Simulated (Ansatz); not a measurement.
`FCC#[C][GaH2]` + `FCC[SiH3]` → `[SiH3][CH2][GaH2]` + `FCC#CCF` at 500 K and 1 bar (formal exchange of groups at a Ga–C bond).

Gas-phase electronic energies from Ansatz, PBE0-D4/def2-TZVP geometries. CCSD(T)/CBS adds triple-zeta CCSD(T) − MP2 to the extrapolated MP2 energy (def2 sets, frozen cores). For Ga outer-core shells are correlated without core-valence functions, which leaves a few kJ/mol of doubt a bond. Scalar relativity is left out up to krypton. Each species was taken in one conformer, which may not be the lowest.

```csv
species,CCSD(T)/CBS energy (Eh),H − E (kJ/mol),S (J/(mol·K))
`FCC#[C][GaH2]`,-2140.21112,184.4,412.8
`FCC[SiH3]`,-469.17718,259.4,377.5
`[SiH3][CH2][GaH2]`,-2255.26496,212.8,399.6
`FCC#CCF`,-354.11056,228.4,393.4
```

H − E and S are ideal-gas, rigid-rotor, harmonic terms from PBE0-D4/def2-TZVP, for one conformer and one mirror image of each species. 1 Eh = 2625.50 kJ/mol, R = 8.31446 J/(mol·K).

Task: By hand: ΔE, ΔH, ΔS and ΔG.

Result: ΔE = (-2255.26496) + (-354.11056) − (-2140.21112) − (-469.17718) = 0.01278 Eh = 33.6 kJ/mol. Δ(H − E) = 212.8 + 228.4 − 184.4 − 259.4 = -2.6, so ΔH = 31.0 kJ/mol. ΔS = 399.6 + 393.4 − 412.8 − 377.5 = 2.7 J/(mol·K). ΔG = 31.0 − 500 × (2.7)/1000 = 29.6 kJ/mol.

Task: By hand: the equilibrium constant, and the temperature at which ΔG would vanish if ΔH and ΔS stayed fixed.

Result: log₁₀ K = −ΔG/(RT ln 10) = -3.1. ΔG = 0 at ΔH/ΔS = 11481 K, far beyond where these terms or the molecules hold.

The number of gas molecules stays the same, so ΔS is small and ΔH decides. A doubt of 5 kJ/mol in ΔE shifts log₁₀ K by 0.5 here. Other conformers and mirror images would add mixing entropy, several J/(mol·K) or more a flexible species. Modes under 60 cm⁻¹, often nearly free rotors, make the harmonic entropy too high. These are equilibria of isolated gas molecules and say nothing of rates. Largest T1 diagnostic: 0.013 (customary marks: 0.02 for closed shells, 0.045 for open ones).
